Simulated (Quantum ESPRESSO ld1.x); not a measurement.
The numbers below are computed, except where a source is named.
Species: the nitrogen ion N2+. Configuration: [He] 2s2 2p1.

Code: ld1.x of Quantum ESPRESSO 7.5. Model: scalar-relativistic Kohn-Sham, PBEsol, spin-unpolarised, spherical densities, point nucleus.

Energy parts (eV):
total: -1433.74
kinetic: 1431.59
electron-nucleus: -3213.87
Hartree: 498.14
exchange-correlation: -149.59

Orbitals (lengths in bohr, moments of r in powers of bohr; <r^-3> diverges for s and p1/2):
orbital  occ.  eigenvalue (eV)  <1/r>    <r^2>     <r>  <r^-3>
1s          2         -422.161  6.631  0.07145  0.2299       -
2s          2         -48.9617  1.234    1.629   1.173       -
2p          1         -37.3640  1.141    1.606   1.139   4.692

The highest occupied level is 2p at -37.364 eV. The density falls to 0.001 e/bohr^3 at r = 2.69 bohr. For comparison, the ionisation energy in NIST's Atomic Spectra Database is 47.445 eV (semi-empirical). In exact Kohn-Sham theory the highest level is minus the ionisation energy, but local and semilocal functionals leave it too shallow, through self-interaction and a potential that decays too fast; potentials with the right tail come closer. Summed over all electrons, <r^2> = 5.007 bohr^2, which gives a Langevin (diamagnetic) susceptibility term of -3.97 x 10^-6 cm^3/mol.

Beside tabulated values, note that spin-unpolarised runs miss the spin-polarisation part of the exchange energy of open shells.
